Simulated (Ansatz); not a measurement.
GaH6NO3, SMILES `[NH3+][Ga-]([OH])([OH])[OH]`. The species carries charge 0 and has multiplicity 1.

```xyz
11

N     0.064   -1.523   -0.053
Ga   -0.023    0.558    0.020
O    -0.130    0.894   -1.756
O     1.558    0.876    0.842
O    -1.533    0.737    1.002
H     0.047   -1.831   -1.018
H    -0.732   -1.914    0.438
H     0.920   -1.843    0.387
H    -0.920    1.383   -1.992
H     2.140    1.431    0.320
H    -1.390    1.231    1.811
```

Problem. List the harmonic frequencies (cm⁻¹, unscaled) at PBE0-D4/def2-TZVP in Ansatz. (Best estimate.)

Solution. The calculation gave: 94, 94, 122, 164, 165, 214, 245, 246, 275, 392, 619, 619, 629, 680, 680, 809, 830, 830, 1184, 1653, 1653, 3492, 3622, 3622, 3914, 3915, 3916.

Problem. Is this a minimum?

Solution. Yes, all 27 modes are real.

Problem. Give the ideal-gas thermochemistry at 298.15 K and 1 bar (rigid rotor, harmonic oscillator; point group C3, symmetry number 3).

Solution. Zero-point energy 207.4 kJ/mol; H(298) − E = 234.8 kJ/mol; entropy 381.7 J/(mol·K), of which translation 170.3, rotation 103.3, vibration 108.1; G(298) − E = 121.0 kJ/mol. Modes under 100 cm⁻¹ are hindered rotations or soft bends, so the harmonic entropy is rough.

Problem. Rotational constants (cm⁻¹)?

Solution. 0.1012, 0.1011, 0.0985.
